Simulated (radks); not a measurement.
Q: The mean radii <r> (bohr) of the occupied orbitals of an atom or ion are listed with their occupations. Calculated with a radial shooting solver on a logarithmic mesh with Libxc functionals: scalar-relativistic Kohn-Sham, PBEsol, spin-unpolarised, spherical densities, finite nucleus; Fermi nuclear charge, rms radius of each element as measured or else 0.836 A^(1/3) + 0.57 fm.

orbital  occ.      <r>
1s          2  0.05623
2s          2   0.2556
2p          6   0.2251
3s          2   0.7526
3p          6   0.7791
3d          4   0.8379
4p          1    2.173

Name the element and its charge.

A: Z = 27, cobalt, charge +4: Co4+ in [Ar] 3d4 4p1. The 1s radius gives Z: for a bare nucleus <r> = (2 gamma + 1)/(2Z) with gamma = sqrt(1 - (Z/c)^2), 0.05483 bohr for Z = 27, and screening makes it slightly larger (0.05623 here). The occupations add up to 23, and the charge is Z minus that.
